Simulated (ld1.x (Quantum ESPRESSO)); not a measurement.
An all-electron radial function and its pseudo partner (Au (Z = 79))

Columns: radius, all-electron u(r) and pseudo u(r) of the 6p shell (level -6.89 eV) of gold in the configuration [Xe] 4f14 5d10 6s0 6p0; LDA (PZ), scalar-relativistic, PAW scheme, ld1.x (Quantum ESPRESSO) 7.5.

```json
{"r (bohr)": "0.160", "all-electron": "-0.0886", "pseudo": "0.0059"}
{"r (bohr)": "0.320", "all-electron": "0.1512", "pseudo": "0.0233"}
{"r (bohr)": "0.480", "all-electron": "0.0318", "pseudo": "0.0513"}
{"r (bohr)": "0.640", "all-electron": "-0.1633", "pseudo": "0.0885"}
{"r (bohr)": "0.800", "all-electron": "-0.2492", "pseudo": "0.1331"}
{"r (bohr)": "0.960", "all-electron": "-0.2261", "pseudo": "0.1831"}
{"r (bohr)": "1.120", "all-electron": "-0.1383", "pseudo": "0.2362"}
{"r (bohr)": "1.280", "all-electron": "-0.0233", "pseudo": "0.2902"}
{"r (bohr)": "1.440", "all-electron": "0.0956", "pseudo": "0.3431"}
{"r (bohr)": "1.600", "all-electron": "0.2062", "pseudo": "0.3931"}
{"r (bohr)": "1.760", "all-electron": "0.3031", "pseudo": "0.4388"}
{"r (bohr)": "1.920", "all-electron": "0.3845", "pseudo": "0.4790"}
{"r (bohr)": "2.080", "all-electron": "0.4504", "pseudo": "0.5132"}
{"r (bohr)": "2.240", "all-electron": "0.5018", "pseudo": "0.5411"}
{"r (bohr)": "2.400", "all-electron": "0.5401", "pseudo": "0.5626"}
{"r (bohr)": "2.560", "all-electron": "0.5667", "pseudo": "0.5781"}
{"r (bohr)": "2.720", "all-electron": "0.5832", "pseudo": "0.5879"}
{"r (bohr)": "2.880", "all-electron": "0.5910", "pseudo": "0.5923"}
{"r (bohr)": "3.040", "all-electron": "0.5915", "pseudo": "0.5916"}
{"r (bohr)": "3.200", "all-electron": "0.5859", "pseudo": "0.5859"}
{"r (bohr)": "3.360", "all-electron": "0.5752", "pseudo": "0.5752"}
{"r (bohr)": "3.520", "all-electron": "0.5606", "pseudo": "0.5606"}
{"r (bohr)": "3.680", "all-electron": "0.5428", "pseudo": "0.5428"}
{"r (bohr)": "3.840", "all-electron": "0.5226", "pseudo": "0.5226"}
{"r (bohr)": "4.000", "all-electron": "0.5006", "pseudo": "0.5006"}
{"r (bohr)": "4.160", "all-electron": "0.4775", "pseudo": "0.4775"}
```

Task: How many radial nodes do the two functions have?

Result: The all-electron 6p function has n − l − 1 = 4 (the table is too coarse to show those close to the nucleus); the pseudo-wave has 0, since the states of the same l below it are removed with the core.

Task: At about which radius was the pseudo-wave matched?

Result: 3.20 bohr, where the columns begin to agree (steps of 0.16 bohr).

Task: Is the pseudo-wave norm-conserving?

Result: No, it belongs to a PAW set: the norm inside the radius is not constrained, and the difference is carried by the augmentation charge.
